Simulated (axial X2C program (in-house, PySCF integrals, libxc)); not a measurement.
Working with the constants of PSe⁺

A bond curve at the PBE0 level, two-component, was computed with an axial X2C code built on PySCF integrals (basis Se dyall-cv3z [8s9p6d4f1g], P dyall-v3z [8s7p2d1f] (cores contracted in-house)) for the state Ω = 0 (closed shell). Its fit gives Re = 1.9531 Å, ωe = 678.4 cm⁻¹, ωexe = 1.62 cm⁻¹ and αe = 6.826e-04 cm⁻¹; the masses are 79.9165 and 30.9738 u. Two-component means X2C with spin–orbit coupling and atomic mean-field Coulomb and Gaunt terms.

Find the reduced mass, Be and the force constant.

From the PBE0 values: μ = 22.3222 u. Be = 16.8576/(μ Re²) = 0.198 cm⁻¹. k = 5.8918×10⁻⁷ μ ωe² = 6.05 mdyn/Å.

Where do the fundamental and the first overtone lie?

ν(1←0) = ωe − 2ωexe = 675.2 cm⁻¹; ν(2←0) = 2ωe − 6ωexe = 1347.1 cm⁻¹.

Estimate the centrifugal constant by the Kratzer relation.

D = 4Be³/ωe² = 6.74e-08 cm⁻¹.

Estimate De from a Morse curve and compare with the computed well depth of 5.439 eV to Se+ + P.

De(Morse) = ωe²/(4ωexe) = 8.806 eV against 5.439 eV computed, a ratio of 1.62. The extrapolation overshoots: the well softens faster than a Morse curve, or the lowest atomic limit lies below the one to which the curve heads.

A Morse curve ties αe to the other constants (Pekeris). How well does that hold?

αe(Morse) = 6Be²/ωe × (√(ωexe/Be) − 1) = 6.450e-04 cm⁻¹; the PBE0 curve gives 6.826e-04 cm⁻¹, a ratio of 0.94.

One determinant describes the state; a PBE0 search over occupations chose it and may have missed a lower one. Dissociation energies refer to the lowest single-determinant-based atoms at the same level and basis.
